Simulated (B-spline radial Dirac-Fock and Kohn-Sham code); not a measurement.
**Kohn-Sham estimates against Dirac-Fock for the levels of Cs**

System: atomic cesium, configuration 1s2 2s2 2p6 3s2 3p6 3d10 4s2 4p6 4d10 5s2 5p6 6p1 (not the ground configuration).

The density-functional columns are spherical, spin-unpolarised Dirac-Kohn-Sham results without Breit or QED terms: −ε is minus the orbital energy of the initial state and ΔSCF the difference of two total energies. The reference in the last column comes from relaxed Dirac-Fock hole states (ΔSCF) with Breit and QED corrections and a finite nucleus. All numbers are from a B-spline atomic structure program, in eV; a selection of levels is shown. For the 1s level of heavy atoms much of the gap between ΔSCF and the reference is the Breit and QED part, -131.1 eV here; for other levels the error of the functional can be larger.

```csv
level,LDA −ε,LDA ΔSCF,Dirac-Fock
1s,35731.3,36109.0,35989.8
2s,5605.0,5672.9,5728.6
2p1/2,5275.9,5360.8,5367.8
2p3/2,4924.1,5002.8,5020.0
3s,1165.8,1188.5,1227.7
3p1/2,1028.0,1051.6,1077.1
3p3/2,960.6,983.2,1009.0
3d3/2,717.5,742.9,747.2
3d5/2,703.1,728.3,733.2
4s,220.8,230.7,247.9
4p1/2,171.3,181.0,192.0
4p3/2,157.4,166.8,178.2
4d3/2,76.82,85.48,85.35
4d5/2,74.53,83.09,83.09
5s,28.14,32.99,35.11
5p1/2,16.01,20.36,19.45
5p3/2,14.33,18.52,17.73
6p,1.32,2.53,2.30
```

Values without a named source are computed, but for edge energies of neutral atoms, which are taken from tables.
